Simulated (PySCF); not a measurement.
Bond curve of BPb⁻

Set-up: B def2-SVPD, Pb def2-SVPD with ECP60; scalar-relativistic core potentials (PySCF 2.14). Energies in eV from B + Pb⁻ in their ground configurations at the same level. State: ³Π (triplet), unpaired electrons σ ↑, π ↑.

| R (Å) | UHF-CCSD | PBE |
| --- | --- | --- |
| 1.880 |  | -2.095 |
| 1.967 | -1.515 | -2.592 |
| 2.055 | -1.817 | -2.877 |
| 2.120 | -1.929 | -2.987 |
| 2.186 | -1.972 | -3.029 |
| 2.252 | -1.962 | -3.020 |
| 2.339 | -1.890 | -2.949 |
| 2.448 | -1.736 | -2.796 |
| 2.579 | -1.499 | -2.558 |
| 2.754 |  | -2.212 |

Question: Put a parabola through the three lowest points of the UHF-CCSD curve and estimate Re, k and ωe (reduced mass 10.46 u; 1 eV/Å² = 0.16022 mdyn/Å; ωe = 1302.8·√(k/μ) cm⁻¹).

Answer: Through R = 2.12, 2.186, 2.252 Å the second-order coefficient is 6.08 eV/Å², so Re ≈ 2.207 Å, k ≈ 1.95 mdyn/Å and ωe ≈ 562 cm⁻¹. A polynomial fit of higher order to the unrounded UHF-CCSD energies gives Re = 2.204 Å, k = 1.79 mdyn/Å, ωe = 540 cm⁻¹; anharmonicity and rounding make the difference.

The higher-order fit for each curve: UHF-CCSD: Re = 2.204 Å, ωe = 540 cm⁻¹, De = 1.97 eV; PBE: Re = 2.205 Å, ωe = 536 cm⁻¹, De = 3.03 eV.

Correlated steps freeze 5 core orbitals. Correlated levels converge slowly with the basis: in double zeta they bind strong bonds too weakly, by up to about 1 eV, and carry superposition errors of some tenths. ⟨S²⟩ of the unrestricted solution departs from its pure value on part of the curve, where spin states mix. Spin–orbit coupling is left out, which matters for elements this heavy, above all for dissociation energies. For an ion De counts to the pair picked by the measured ionisation energies or electron affinities, which need not be the lowest pair at this level. The highest Kohn–Sham level is positive in this anion. Much of that is self-interaction error, but it also means that the finite basis helps to hold the extra electron. The state was picked by a PBE0 search and need not be the measured ground state.
